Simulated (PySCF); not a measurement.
C7H9F.
Structure used (PBE0-D3(BJ)/def2-SVP), in Å, numbered top down from 1:
```xyz
17
C7H9F angstrom
C     -0.7090    1.7496    1.1918
C     -0.9251    0.6971    0.3968
C     -2.1759    0.1171   -0.2430
C     -1.3867   -1.1926   -0.4502
F     -1.4402   -1.7504   -1.6961
C     -0.1231   -0.4377   -0.0989
C      1.1650   -0.6835   -0.3685
C      2.3018    0.2382   -0.0948
H      0.2756    1.9532    1.6185
H     -1.5215    2.4337    1.4504
H     -2.3910    0.5773   -1.2205
H     -3.0978    0.0771    0.3559
H     -1.6489   -1.9724    0.2864
H      1.3963   -1.6405   -0.8519
H      1.9565    1.2502    0.1581
H      2.9166   -0.1305    0.7449
H      2.9739    0.3065   -0.9651
```

The calculation used TDDFT B3LYP/def2-SVPD, vertical, gas phase, core orbitals frozen in the response (PySCF 2.14.0, density-fitted response routines).

Kohn–Sham orbitals with the atoms that hold most of them (Löwdin shares over 4%, at most four atoms; ? is withheld):

| orbital | ε (eV) | atoms |
| --- | --- | --- |
| HOMO-3 | -9.09 | F5 25%, C3 22%, C4 14%, C2 12% |
| HOMO-2 | -8.84 | F5 19%, C6 19%, C4 16%, C2 10% |
| HOMO-1 | -8.32 | ? |
| HOMO | ? | C1 24%, C7 22%, C6 17%, C2 16% |
| LUMO | -1.43 | ? |
| LUMO+1 | 0.49 | C8 20%, C1 15%, C7 8%, H16 8% |
| LUMO+2 | 0.95 | C3 15%, H12 11%, C4 10%, H13 10% |

Give the leading atoms of the HOMO-1.

C6 (bonded to 3 C) 20%; C2 (bonded to 3 C) 20%; C1 (bonded to C and 2 H) 14%; C7 (bonded to 2 C and H) 10%.

Give the leading atoms of the LUMO.

C7 (bonded to 2 C and H) 21%; C1 (bonded to C and 2 H) 20%; C2 (bonded to 3 C) 15%; C6 (bonded to 3 C) 13%.

What is the HOMO energy, and the HOMO–LUMO gap?

ε(HOMO) = -6.49 eV; the gap is 5.06 eV (0.1860 hartree).

The HOMO–LUMO gap is 5.06 eV. Where does the response calculation put the lowest singlet, and from which orbitals?

S1 is at 5.03 eV (f = 0.320), 0.03 eV below the gap, made of HOMO→LUMO (97%). 

One configuration dominates each of S1 and S3. Which, and how do the shares of the two leading atoms of either orbital change from the occupied to the empty one?

- S1 (5.03 eV, f 0.320), HOMO→LUMO (97%): C1 24% → 20%, C7 22% → 21%
- S3 (6.10 eV, f 0.0091), HOMO→LUMO+1 (93%): C1 24% → 15%, C7 22% → 8%, C8 at most 16% → 20%

Löwdin shares depend on the basis, the more so with diffuse functions.

One conformer stands for the species.
